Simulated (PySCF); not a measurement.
Ta(NH)(OH)(NH2)2 (H₆N₃OTa), SMILES [OH][Ta](=[NH])([NH2])[NH2], multiplicity 1.

Geometry optimised at PBE-D3(BJ)/def2-SVP. The spin state was assumed, not searched. The structure was generated by enumeration; whether it is a known compound was not checked. The def2 effective core potentials stand for the cores of Ta; spin–orbit coupling is left out. Other conformers were not sampled.

The numbers are results of PBE-D3(BJ)/def2-SVP (PySCF 2.14.0), not measurements.

Frequencies are harmonic and unscaled.

Problem. List the normal modes with their intensities. (The exact figures need the calculation; the answer reports its results.)

Solution. 
```
mode  ν (cm⁻¹)  IR (km/mol)  moving atoms (share of kinetic energy)
----  --------  -----------  --------------------------------------
1          159         26.6          H 48 %, O 22 %, N 21 %, Ta 9 %
2          167          8.2         N 32 %, O 29 %, H 26 %, Ta 13 %
3          177          2.8         N 56 %, H 23 %, O 11 %, Ta 10 %
4          185          1.9                          H 47 %, N 44 %
5          195          1.0                          N 70 %, H 25 %
6          253         98.4                          H 61 %, O 30 %
7          285          0.5                          H 71 %, N 26 %
8          368         22.1                                  H 92 %
9          404        103.0                          H 81 %, N 19 %
10         419        169.9                          H 79 %, O 20 %
11         446        212.5                          H 78 %, N 21 %
12         534         88.6                          H 85 %, N 15 %
13         534         84.5                          H 80 %, N 14 %
14         550          1.1                          H 71 %, N 28 %
15         570         10.5                          H 75 %, N 21 %
16         647        156.0                 N 68 %, H 20 %, Ta 12 %
17         652         51.7                          N 78 %, H 15 %
18         679         83.2                 O 74 %, H 14 %, Ta 10 %
19         955        101.3                          N 84 %, Ta 8 %
20        1464         25.8                          H 90 %, N 10 %
21        1467         20.0                          H 90 %, N 10 %
22        3464         53.0                                  H 96 %
23        3466         27.7                                  H 95 %
24        3567         17.1                           H 92 %, N 8 %
25        3567         32.9                           H 92 %, N 8 %
26        3584        105.9                                  H 92 %
27        3820        176.0                                  H 94 %
```
